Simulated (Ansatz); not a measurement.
Job for Ansatz (a first-principles code): U-PBE0/def2-TZVPP on RuS, 2S+1 = 7, a spin state set in the input, which need not be the lowest. Elements past Kr take the def2 small-core potentials; no spin–orbit coupling.

Ansatz 0.2 input:
```yaml
crystal:
  periodic: [false, false, false]
  atoms:
    - {symbol: Ru, position_ang: [0.00000000, 0.00000000, 0.00000000]}
    - {symbol: S, position_ang: [0.00000000, 0.00000000, 2.38400000]}
basis:
  gaussian:
    orbitals: def2-TZVPP
hamiltonian:
  xc: {name: PBE0}
magnetization: {spin_polarized: true, initial_magnetization: 6}
relax: {f_tol: 0.002, max_steps: 120}
```

Give the final energy of this run.

-492.8583 hartree.

How many basis functions does it have, and what does it roughly cost on one machine?

98 functions; roughly 29 core-seconds.
